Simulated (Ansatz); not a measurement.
Reaction (formal exchange of groups at a Ge–Cl bond): `C[CH2][Ge][Cl]` + `CC` → `C[CH2][Ge][CH2]C` + HCl

Calculated with Ansatz (gas phase, PBE0-D4/def2-TZVP geometries, no zero-point term in ΔE). CCSD(T)/CBS adds triple-zeta CCSD(T) − MP2 to the extrapolated MP2 energy (def2 sets, frozen cores). This one scheme is used for every species. DFT in def2-TZVPP. B3LYP here is the variant with VWN-RPA as its local correlation; programs differ in this. HSE06 is defined as in plane-wave codes. For Ge outer-core shells are correlated without core-valence functions, which leaves a few kJ/mol of doubt a bond. Scalar relativity is left out up to krypton. One conformer a species, not always the lowest.

`C[CH2][Ge][Cl]`:

```xyz
9

C     0.311    0.878    0.152
C    -0.765   -0.188    0.067
Ge   -0.319   -2.083   -0.360
Cl    1.843   -1.883   -0.697
H     0.857    0.968   -0.788
H    -0.114    1.858    0.388
H     1.048    0.640    0.922
H    -1.337   -0.260    1.005
H    -1.525    0.068   -0.688
```

`CC`:

```xyz
8

C     0.664    0.325   -0.173
C    -0.664   -0.325    0.173
H     1.365    0.271    0.664
H     1.136   -0.163   -1.029
H     0.537    1.380   -0.426
H    -1.365   -0.271   -0.664
H    -1.136    0.163    1.029
H    -0.537   -1.380    0.426
```

`C[CH2][Ge][CH2]C`:

Cartesian coordinates in Å:
```
C 0.848 1.202 -1.305
C 1.140 1.058 0.191
Ge -0.599 1.307 1.151
C -1.424 -0.481 0.774
C -0.555 -1.703 0.526
H 0.349 2.149 -1.537
H 1.766 1.178 -1.900
H 0.203 0.398 -1.672
H 1.845 1.830 0.511
H 1.593 0.085 0.401
H -2.146 -0.666 1.578
H -2.052 -0.267 -0.106
H 0.077 -1.929 1.390
H -1.155 -2.596 0.326
H 0.110 -1.563 -0.329
```

HCl:

Cartesian coordinates in Å:
```
Cl -0.087 0.559 0.298
H 0.087 -0.559 -0.298
```

| level | ΔE (kJ/mol) | difference from CCSD(T)/CBS |
| --- | --- | --- |
| LDA (SPW92) | 155.8 | 3.3 |
| PBE-D4 | 161.6 | 9.1 |
| revPBE-D4 | 157.4 | 4.9 |
| BLYP-D4 | 165.9 | 13.4 |
| r2SCAN-D4 | 165.1 | 12.6 |
| B97M-V | 170.1 | 17.6 |
| PBE0-D4 | 160.6 | 8.1 |
| r2SCANh-D4 | 164.5 | 12.0 |
| r2SCAN0-D4 | 163.7 | 11.2 |
| HSE06-D4 | 161.1 | 8.6 |
| BHLYP-D4 | 167.5 | 15.0 |
| CAM-B3LYP-D4 | 163.6 | 11.1 |
| ωB97X-V | 159.9 | 7.4 |
| ωB97M-V | 160.3 | 7.8 |
| B2PLYP | 166.0 | 13.5 |
| PBE | 167.3 | 14.8 |
| revPBE | 171.1 | 18.6 |
| BLYP | 177.2 | 24.7 |
| r2SCAN | 167.0 | 14.5 |
| PBE0 | 165.7 | 13.2 |
| B3LYP | 174.5 | 22.0 |
| r2SCANh | 166.5 | 14.0 |
| r2SCAN0 | 165.8 | 13.3 |
| BHLYP | 173.9 | 21.4 |
| CAM-B3LYP | 168.8 | 16.3 |
| RPA@PBE/def2-TZVPP | 144.6 | -7.9 |
| HF/def2-SVP | 179.8 | 27.3 |
| MP2/def2-SVP | 155.9 | 3.4 |
| CCSD/def2-SVP | 157.7 | 5.2 |
| CCSD(T)/def2-SVP | 156.4 | 3.9 |
| HF/def2-TZVPP | 178.1 | 25.6 |
| MP2/def2-TZVPP | 149.4 | -3.1 |
| SCS-MP2/def2-TZVPP | 152.9 | 0.4 |
| CCSD/def2-TZVPP | 149.6 | -2.9 |
| CCSD(T)/def2-TZVPP | 147.7 | -4.8 |
| HF/def2-QZVPP | 178.2 | 25.7 |
| MP2/def2-QZVPP | 152.2 | -0.3 |
| HF/CBS(def2) | 178.2 | 25.7 |
| MP2/CBS(def2) | 154.2 | 1.7 |
| CCSD/CBS(def2) | 154.3 | 1.8 |
| CCSD(T)/CBS | 152.5 | 0 |

Largest T1 diagnostic among the species: 0.012.

From BLYP to BHLYP (50 % exact exchange), in def2-TZVPP and without D4, ΔE moves by −3.3 kJ/mol. At CCSD(T), def2-SVP lies +3.9 kJ/mol from the extrapolated value and def2-TZVPP −4.8 kJ/mol.
